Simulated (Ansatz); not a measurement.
Breaking the Sb1–H2 bond in stibine (SMILES [SbH3]) (multiplicity 1 held, fragments rigid). Energies count from the point at 1.714 Å.
Geometry at that point (charge 0, multiplicity 1):
```tsv
atom	x (Å)	y (Å)	z (Å)
Sb	0.0001	-0.0005	0.0536
H	-0.9037	-1.0834	-0.9198
H	-0.4976	1.3358	-0.8970
H	1.3945	-0.2254	-0.9172
```

Restricted levels (R-, RO-) in cc, def2 and unpolarised 6-31G sets keep to the state of the molecule at rest. Active spaces are followed from a long bond inwards. Levels need not reach the same state.

Cores are frozen in the correlated methods. Filled d and f shells under p-block atoms count as core.

Programs: Ansatz (Gaussian basis) for Hartree–Fock, density functionals and correlated methods. Each number belongs to the level named beside it. In def2 rows elements past Kr take small-core potentials, without spin–orbit coupling.

Energies in kcal/mol.

| R (Å) | R-SCS-MP2/def2-SVP | R-CCSD(T)/def2-SVP | SC-NEVPT2 on CASSCF(2,2)/def2-SVP | FIC-MRCISD on CASSCF(2,2)/def2-SVP | FIC-MRCISD+Q on CASSCF(2,2)/def2-SVP |
|---|---|---|---|---|---|
| 1.371 | 32.9 | 33.4 | 34.3 | 33.4 | 33.3 |
| 1.542 | 6.2 | 6.5 | 7.0 | 6.5 | 6.5 |
| 1.714 | 0.0 | 0.0 | 0.0 | 0.0 | 0.0 |
| 1.885 | 4.2 | 3.6 | 3.1 | 3.5 | 3.6 |
| 2.057 | 13.3 | 11.7 | 10.7 | ___ | 11.7 |
| 2.314 | 29.9 | 26.2 | 24.5 | 25.9 | 26.1 |
| 2.571 | 46.3 | 39.3 | 37.1 | ___ | 39.1 |
| 2.999 | 68.4 | 53.8 | 51.5 | 53.7 | 53.9 |
| 3.428 | 82.8 | 59.5 | 58.5 | 60.7 | 61.0 |
| 3.942 | 90.5 | 60.0 | 61.4 | 63.7 | 64.0 |
| 4.627 | 87.2 | 58.1 | 62.3 | ___ | 65.0 |
| 5.484 | 69.8 | 56.5 | 62.5 | 64.9 | 65.2 |

Question: Fill in the missing entries.

Answer: 
- 4.627, FIC-MRCISD on CASSCF(2,2)/def2-SVP: 64.7
- 2.571, FIC-MRCISD on CASSCF(2,2)/def2-SVP: 38.9
- 2.057, FIC-MRCISD on CASSCF(2,2)/def2-SVP: 11.6

Doubts at one or more of the structures used: a restricted determinant that unrestricted orbitals would lower (R-SCS-MP2/def2-SVP, R-CCSD(T)/def2-SVP); other coupled-cluster roots lie near (R-CCSD(T)/def2-SVP); T1 above 0.05 (R-CCSD(T)/def2-SVP).

Ansatz is a quantum-chemistry and plane-wave program.
